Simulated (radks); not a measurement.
Problem. Spin polarisation of the 4f4 shell in Nd2+. Start: [Xe] 4f(up 2, down 2); electrons of 4f are moved from spin down to spin up, other shells keep equal spins. All-electron calculation, scalar-relativistic Kohn-Sham, r2SCAN, spin-polarised, spherical densities, finite nucleus; meta-GGA in the generalised Kohn-Sham scheme; Fermi nuclear charge, rms radius of each element as measured or else 0.836 A^(1/3) + 0.57 fm. Program: a radial shooting solver on a logarithmic mesh with Libxc functionals. Estimate the energy gained and the exchange splitting at a moment of 4 Bohr magnetons.

Solution. At moment 4 the spin-polarisation energy is -3.561 eV and the 4f exchange splitting 3.553 eV, that is 0.888 eV per Bohr magneton; E = -I m^2/4 would give I = 0.890 eV.
